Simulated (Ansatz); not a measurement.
## Relative stability

Two relaxed structures of Al₂H₂O₂, singlet (PBE0-D4/def2-TZVP; forces vanish, vibrations not checked).

A:

O1  (-0.842, 0.578, -0.633)
Al2  (0.255, -0.712, -1.012)
O3  (0.955, -0.717, 0.576)
Al4  (-0.143, 0.572, 0.955)
H5  (0.517, -1.556, -2.305)
H6  (-0.405, 1.416, 2.248)
(Å)

B:

```
6
angstrom
O -0.2425 -0.7200 -2.1715
Al -0.2548 -0.0231 -0.6374
O 0.6727 -0.3323 0.7945
Al -0.2552 0.9338 1.5115
H 0.3277 -1.4316 -2.4597
H -0.2479 1.5732 2.9626
```

Program: Ansatz 0.2.0. Basis: def2-TZVPP. Cores are frozen in the correlated methods. B3LYP uses VWN-RPA correlation.

Which structure is lower at CCSD(T), and by how much? (Judge from chemistry; the value comes from the calculation.)

The calculation gives: A, by 39.52 kcal/mol (electronic energy, against the other). By their contacts, A is Al₂H₂O₂ ([O]1[AlH]2[O][AlH]12) and B is Al₂H₂O₂ ([OH][Al]1[O][AlH]1).

All methods give the same order:

| method | E(B) − E(A) (kcal/mol) |
| --- | --- |
| PBE-D4 | 34.79 |
| r2SCAN-D4 | 39.70 |
| PBE0-D4 | 36.83 |
| B3LYP-D4 | 39.43 |
| wB97M-V | 40.92 |
| HF | 43.06 |
| MP2 | 42.02 |
| CCSD | 40.27 |
| CCSD(T) | 39.52 |

No T1 diagnostic of these runs exceeds 0.017.

Labels in which every atom is bracketed show which atoms are joined, not bond orders.

For scale, one of the runs: CCSD(T)/def2-TZVPP, 174 basis functions, launched by `ansatz run in.yaml --threads 2 --pin off --events-out ev --progress --plain --max-ram 4352MiB`. The run took 31 s on 2 CPU threads of an Arm Neoverse V1 (shared host), with 1.4 GiB of host memory at its peak.
